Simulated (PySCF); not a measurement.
TeCl3, SMILES Cl[Te+](Cl)Cl, charge +1. The structure is a stationary point at B3LYP-D3(BJ)/def2-SVP. The multiplicity is an assumed one; other spin states were not compared. The isomer is the one that the SMILES or the coordinates give; other isomers of the formula were not compared. The def2 effective core potentials stand for the cores of Te; spin–orbit coupling is left out.

Computed equilibrium geometry at B3LYP-D3(BJ)/def2-SVP (PySCF confirms it by a frequency run) as Cartesian coordinates in Å, and its point group:
point group C3v.
```xyz
4

Te     0.0000     0.0000     0.5367
Cl     1.7758     1.0252    -0.5473
Cl     0.0000    -2.0505    -0.5473
Cl    -1.7758     1.0252    -0.5473
```
Charge +1, spin multiplicity 1.
